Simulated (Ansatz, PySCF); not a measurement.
Pair of molecules: HF (SMILES F) (first 2 atoms) with C2H2 (SMILES C#C); geometry from B3LYP-D3(BJ)/def2-TZVP.
(charge 0, multiplicity 1):
```csv
atom,x (Å),y (Å),z (Å)
F,-0.0325,-0.0116,0.3487
H,-0.0182,-0.0044,1.2833
C,0.2551,-0.5364,3.3985
C,-0.2302,0.5591,3.3975
H,0.6860,-1.5091,3.4074
H,-0.6609,1.5319,3.4047
```

Counterpoise-corrected where a basis set is named; no monomer relaxation. Rows marked so take none.

Cores are frozen in the correlated methods. Rows in 6-31G* carry no dispersion term and start afresh at each structure (6-31G* with six Cartesian d functions).

The values were computed with Ansatz (an electronic-structure program); PySCF for 6-31G* rows, the dispersion terms. Values without a source in brackets are computed.

Give the interaction energy at the level HF/6-31G* (no counterpoise).

-15 kJ/mol
